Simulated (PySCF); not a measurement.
C2H9FSi3, SMILES [SiH2]1C[SiH2][Si]1(F)C. Atoms are numbered in the order given.

```xyz
15

C      2.4041     1.0311     0.0000
Si     0.9013    -0.0758     0.0000
F      1.4067    -1.6425     0.0000
Si    -0.9228     0.2269     1.4448
C     -2.0674    -0.2591     0.0000
Si    -0.9228     0.2269    -1.4448
H      3.0243     0.8544     0.8929
H      3.0243     0.8544    -0.8929
H      2.0873     2.0866     0.0000
H     -1.1000    -0.5564     2.7030
H     -1.0785     1.6823     1.7569
H     -3.0797     0.1720     0.0000
H     -2.1593    -1.3603     0.0000
H     -1.0785     1.6823    -1.7569
H     -1.1000    -0.5564    -2.7030
```
Charge 0, spin multiplicity 1.

Geometry: ωB97X-D3(BJ)/def2-SVP. This is a generated structure with no PubChem entry under its InChIKey; it may be hypothetical.

All values below come from PBE/pcSseg-1 (PySCF).

GIAO shieldings, no solvent; atoms listed in one row are averaged. δ = σ(ref) − σ: ¹³C against TMS (σ = 182.0 ppm); ²⁹Si against TMS (σ = 335.4 ppm); ¹⁹F against CFCl3 (σ = 133.6 ppm); ¹H against TMS (σ = 31.49 ppm), references at their B3LYP-D3(BJ)/def2-TZVP geometries, non-relativistic.

Q: Estimate the chemical shifts. (The exact figures need the calculation; the answer reports its results.)

A: 
```json
[
 {"nucleus": "¹³C", "atoms": "C1", "count": "1", "δ (ppm)": "7.5"},
 {"nucleus": "¹³C", "atoms": "C5", "count": "1", "δ (ppm)": "-7.5"},
 {"nucleus": "²⁹Si", "atoms": "Si2", "count": "1", "δ (ppm)": "89.3"},
 {"nucleus": "²⁹Si", "atoms": "Si4, Si6", "count": "2", "δ (ppm)": "-55.6"},
 {"nucleus": "¹⁹F", "atoms": "F3", "count": "1", "δ (ppm)": "-263.1"},
 {"nucleus": "¹H", "atoms": "H10, H15", "count": "2", "δ (ppm)": "5.18"},
 {"nucleus": "¹H", "atoms": "H14, H11", "count": "2", "δ (ppm)": "4.67"},
 {"nucleus": "¹H", "atoms": "H7, H8, H9", "count": "3", "δ (ppm)": "1.11"},
 {"nucleus": "¹H", "atoms": "H12", "count": "1", "δ (ppm)": "0.93"},
 {"nucleus": "¹H", "atoms": "H13", "count": "1", "δ (ppm)": "0.82"}
]
```
